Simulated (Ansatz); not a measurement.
`[OH][GeH]([OH])[Cl]` + `[CH3]`• → `[OH][Ge]([OH])[Cl]`• + CH₄  (hydrogen abstraction from a Ge–H bond)

Program: Ansatz. Geometries: PBE0-D4/def2-TZVP. ΔE: electronic, gas phase. CCSD(T)/CBS is the MP2 limit (def2-TZVPP, def2-QZVPP) plus CCSD(T) − MP2 in def2-TZVPP, frozen cores. This one scheme is used for every species. DFT in def2-TZVPP. B3LYP here is the variant with VWN-RPA as its local correlation; programs differ in this. Open shells (•) are unrestricted, without spin–orbit coupling. For Ge outer-core shells are correlated without core-valence functions, which leaves a few kJ/mol of doubt a bond. Scalar relativity is left out up to krypton. Each species was taken in one conformer, which may not be the lowest.

`[OH][GeH]([OH])[Cl]`:

```xyz
7

O     0.458    0.853   -1.152
Ge   -0.066   -0.443   -0.080
O    -1.506    0.098    0.757
Cl    1.555   -0.770    1.299
H     1.406    1.006   -1.107
H    -0.412   -1.746   -0.790
H    -1.434    1.002    1.074
```

`[CH3]`•:

Cartesian coordinates in Å:
```
C 0.000 0.000 0.000
H -1.051 0.217 -0.120
H 0.664 0.750 0.404
H 0.387 -0.967 -0.284
```

`[OH][Ge]([OH])[Cl]`•:

Cartesian coordinates in Å:
```
O 1.303 0.311 0.984
Ge 0.440 -0.372 -0.398
O -0.920 0.750 -0.630
Cl -0.283 -2.341 0.158
H 1.057 1.233 1.116
H -1.596 0.420 -1.230
```

CH₄:

Cartesian coordinates in Å:
```
C 0.000 0.000 0.000
H -0.376 -1.019 -0.087
H -0.838 0.696 0.029
H 0.632 0.228 -0.858
H 0.583 0.095 0.916
```

```
             level  ΔE (kJ/mol)  difference from CCSD(T)/CBS
            PBE-D4       -124.9                        -33.6
         r2SCAN-D4       -101.7                        -10.4
           PBE0-D4       -107.1                        -15.8
          B3LYP-D4       -112.1                        -20.8
           ωB97X-V       -100.0                         -8.7
           ωB97M-V       -107.8                        -16.5
            B2PLYP       -104.7                        -13.4
               PBE       -125.4                        -34.1
            r2SCAN       -101.9                        -10.6
     HF/def2-TZVPP        -57.6                         33.7
    MP2/def2-TZVPP        -96.8                         -5.5
CCSD(T)/def2-TZVPP        -91.4                         -0.1
     HF/def2-QZVPP        -57.8                         33.5
SCS-MP2/def2-QZVPP        -92.2                         -0.9
      HF/CBS(def2)        -57.8                         33.5
    CCSD/CBS(def2)        -86.0                          5.3
       CCSD(T)/CBS        -91.3                            0
```

Largest T1 diagnostic among the species: 0.014.

From PBE to PBE0 (25 % exact exchange), in def2-TZVPP and without D4, ΔE moves by +17.8 kJ/mol. In def2-TZVPP, CCSD(T) changes the Hartree–Fock value by −33.9 kJ/mol (the triples alone add −5.3 kJ/mol) and MP2 by −39.3 kJ/mol.
